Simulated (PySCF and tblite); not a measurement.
The numbers below are computed, except where a source is named.
3-bromofuran, C4H3BrO, numbered as in [Br:1][c:2]1[cH:3][cH:4][o:5][cH:6]1.

Classical Langevin dynamics with GFN2-xTB (tblite), gas phase: time step 1.5 fs, H mass 4 u, friction 0.005 fs⁻¹, 400 steps to settle and 8000 to sample, one trajectory a temperature from the lowest conformer.

GIAO shieldings at KT2/pcSseg-1 (IEF-PCM, chloroform) (PySCF) on 7 frames a temperature; like atoms are averaged, and of two unlike H on one atom a is the less shielded at the minimum.

Q: How far do thermal motions move the shieldings from their values at the minimum?

A: 
| signal | σ at minimum (ppm) | Δσ, 300 K | Δσ, 500 K | Δσ, 800 K |
| --- | --- | --- | --- | --- |
| Br1 | 2246.9 | -25.4 ± 30.9 | -31.6 ± 40.1 | -98.5 ± 27.7 |
| C2 | 72.1 | -1.3 ± 2.3 | -0.2 ± 3.1 | -8.6 ± 2.9 |
| C3 | 73.3 | -2.0 ± 1.5 | -4.9 ± 1.6 | -3.7 ± 3.3 |
| C4 | 46.7 | -0.2 ± 2.0 | -9.4 ± 3.5 | -5.0 ± 2.0 |
| O5 | 36.6 | 2.5 ± 7.6 | -16.7 ± 7.3 | -11.0 ± 6.4 |
| C6 | 47.3 | -1.3 ± 1.8 | -3.6 ± 2.1 | -5.1 ± 2.0 |
| H3 | 24.91 | -0.12 ± 0.13 | -0.65 ± 0.22 | 0.02 ± 0.36 |
| H4 | 23.94 | -0.11 ± 0.22 | -0.23 ± 0.24 | -0.42 ± 0.30 |
| H6 | 23.98 | -0.30 ± 0.12 | -0.64 ± 0.30 | -0.18 ± 0.28 |

Errors are standard errors over frames. Zero-point motion is missing, and a reference compound would move too.

Q: What do the single frames at 500 K give for Br1?

A: 
```
t (fs)  V above the minimum, tight binding (kcal/mol)  E above it, DFT (kcal/mol)  torsions (°)  σ (ppm)
  1456                                           14.9                        11.4          none   2269.7
  3171                                            6.5                         7.5          none   2335.0
  4886                                            8.9                         6.8          none   2213.4
  6600                                           10.7                        10.9          none   2306.2
  8314                                           13.8                        13.1          none   2211.0
 10029                                           11.3                        10.3          none   2150.3
 11744                                           17.5                        17.1          none   2021.4
```

Q: And the couplings at B3LYP/pcseg-1 with pcJ-1 on H?

A: 
```json
{"pair": "H3,H4", "bonds": "3", "minimum (Hz)": "2.2", "300 K": "2.6 ± 0.2", "500 K": "2.6 ± 0.3", "800 K": "2.2 ± 0.2"}
```

Spin–orbit effects of the heavy atoms on shieldings are missing. Changes within two standard errors are not significant.

The study took 8.2 min on 1 thread of Arm Neoverse V1 (shared host) (rough), peak memory 0.74 GiB, launched as `OMP_NUM_THREADS=1 python ens_run.py task.json out`.
